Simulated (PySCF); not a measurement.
## Core binding energy against partial charge

Species: HCF2CF2OMe, C3H4F4O.
Z-matrix (Å and degrees, PBE0-D3(BJ)/def2-SVP geometry), rows numbered from 1:
```
C 
O   1  1.4188
C   2  1.3404  1  116.27
F   3  1.3475  2  112.05  1    56.11
F   3  1.3541  2  111.56  1   -62.60
C   3  1.5299  2  108.69  1   177.92
F   6  1.3400  3  109.27  2   -63.40
F   6  1.3401  3  109.09  2   177.59
H   1  1.0957  2  106.29  3   178.72
H   1  1.1005  2  110.88  3    59.81
H   1  1.0997  2  110.82  3   -62.23
H   6  1.1033  3  110.07  2    57.12
```

Binding energies: delta-SCF UKS SCAN, pcX-2 on the ionised atom, pcseg-1 elsewhere, spin-free X2C in PySCF. Charges: PBE0/pcSseg-1 ground-state density, for the ionised atom.

```json
{"atom": "C1", "environment": "methoxy carbon", "C 1s (eV)": "293.16", "Mulliken (e)": "-0.057", "IAO (e)": "-0.216", "Hirshfeld (e)": "-0.035", "ESP (e)": "-0.152"}
{"atom": "C6", "environment": "CHF2 carbon", "C 1s (eV)": "296.45", "Mulliken (e)": "+0.525", "IAO (e)": "+0.427", "Hirshfeld (e)": "+0.126", "ESP (e)": "+0.237"}
{"atom": "C3", "environment": "CF2 carbon", "C 1s (eV)": "297.55", "Mulliken (e)": "+0.676", "IAO (e)": "+0.692", "Hirshfeld (e)": "+0.220", "ESP (e)": "+0.394"}
```

Problem. How well does each charge scheme correlate with the binding energies over these sites?

Solution. ESP: r = 1.00, slope 8.1 eV per e; IAO: r = 1.00, slope 4.9 eV per e; Mulliken: r = 1.00, slope 5.9 eV per e; Hirshfeld: r = 0.99, slope 17.6 eV per e. On 3 points no scheme stands out.

Problem. The point-charge model writes a binding energy as kq + V + constant, with V the potential of the other atoms' charges at the site. What does it give with the Hirshfeld charges?

Solution. V = Σ 14.40 eV Å × q/r over all other atoms: +1.04 eV at C1, -0.87 eV at C6, -2.59 eV at C3. Fitting binding energy − V to q gives k = 31.5 eV per e and leaves an rms residual of 0.06 eV, against 0.24 eV for the fit on q alone. The model has no term for differences in relaxation between sites.

The structure is a single PBE0-D3(BJ)/def2-SVP conformer in the gas phase; no vibrational or solvent corrections.
